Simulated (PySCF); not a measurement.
# Spinor energies of As¹⁴⁺ (arsenic, charge +14)

Start: [Ar] 3d1; 3d5/2 filled at m_j = +5/2. Calculated with PySCF 2.14 in an uncontracted even-tempered set (17 s from 1.2 bohr⁻², ratio 2.8; 12 p from 1.5 bohr⁻², ratio 2.8; 8 d from 1.5 bohr⁻², ratio 2.8; 4 f from 4.5 bohr⁻², ratio 3): generalised Hartree-Fock with the X2C-1e Hamiltonian and a Gaussian nucleus; one run each with spin-orbit coupling (SO) screened by Boettger's factors, then bare. This is a chosen level, not necessarily the ground level.

```json
{"spinor shell": "1s1/2", "electrons": "2", "ε, screened SO (eV)": "-12406.0", "ε, bare SO (eV)": "-12406.0", "weight of nominal j (bare SO)": "1.000", "rms radius, bare SO (bohr)": "0.0524"}
{"spinor shell": "2s1/2", "electrons": "2", "ε, screened SO (eV)": "-2036.7", "ε, bare SO (eV)": "-2036.7", "weight of nominal j (bare SO)": "1.000", "rms radius, bare SO (bohr)": "0.218"}
{"spinor shell": "2p1/2", "electrons": "2", "ε, screened SO (eV)": "-1863.2", "ε, bare SO (eV)": "-1864.9", "weight of nominal j (bare SO)": "0.999", "rms radius, bare SO (bohr)": "0.192"}
{"spinor shell": "2p3/2", "electrons": "4", "ε, screened SO (eV)": "-1826.7", "ε, bare SO (eV)": "-1825.9", "weight of nominal j (bare SO)": "1.000", "rms radius, bare SO (bohr)": "0.196"}
{"spinor shell": "3s1/2", "electrons": "2", "ε, screened SO (eV)": "-616.35", "ε, bare SO (eV)": "-616.35", "weight of nominal j (bare SO)": "1.000", "rms radius, bare SO (bohr)": "0.574"}
{"spinor shell": "3p1/2", "electrons": "2", "ε, screened SO (eV)": "-551.50", "ε, bare SO (eV)": "-551.80", "weight of nominal j (bare SO)": "0.945", "rms radius, bare SO (bohr)": "0.572"}
{"spinor shell": "3p3/2", "electrons": "4", "ε, screened SO (eV)": "-545.71", "ε, bare SO (eV)": "-545.58", "weight of nominal j (bare SO)": "0.973", "rms radius, bare SO (bohr)": "0.578"}
{"spinor shell": "3d5/2", "electrons": "1", "ε, screened SO (eV)": "-461.06", "ε, bare SO (eV)": "-460.85", "weight of nominal j (bare SO)": "1.000", "rms radius, bare SO (bohr)": "0.540"}
```

```csv
quantity,screened SO,bare SO
E (hartree),-2167.33759,-2167.34381
M_J,5/2,5/2
⟨J²⟩,8.753,8.753
⟨L²⟩,6.004,6.004
⟨S²⟩,0.752,0.752
```

Each row is a mean over spinors that exchange with the open shell spreads, by up to 10.939 eV (3p3/2).
